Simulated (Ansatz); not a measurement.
Reaction (SMILES): N[SiH2][SiH2]N -> N[SiH2]N[SiH3]
Each molecule is optimised on its own at B3LYP-D3(BJ)/def2-TZVP (Ansatz, a first-principles code), one conformer each, not searched for the lowest.

Wanted: isomerisation energy (electronic energy difference), in eV. Cores are frozen in the correlated levels unless marked. No spin-orbit coupling. Non-relativistic. CBS(X,Y): correlation extrapolated as X^-3; Hartree-Fock from the larger set.

Level to compare with: CCSD(T)/CBS(aug-cc-pV(T+d)Z,aug-cc-pV(Q+d)Z) (Ansatz), -0.90 eV. It is a level with limits of its own, and the differences hold the functionals' basis error too.

Task: Rank these functionals by how close they come to CCSD(T)/CBS(aug-cc-pV(T+d)Z,aug-cc-pV(Q+d)Z), closest first: LC-wPBE/def2-TZVPD (Ansatz); wB97M-V/def2-TZVPD (Ansatz); SVWN5/def2-TZVPD (Ansatz).

Result: wB97M-V/def2-TZVPD (range-separated hybrid meta-GGA with VV10, -0.91 eV, difference -0.01), LC-wPBE/def2-TZVPD (range-separated hybrid, -0.81 eV, difference 0.09), SVWN5/def2-TZVPD (LDA, -0.72 eV, difference 0.18)
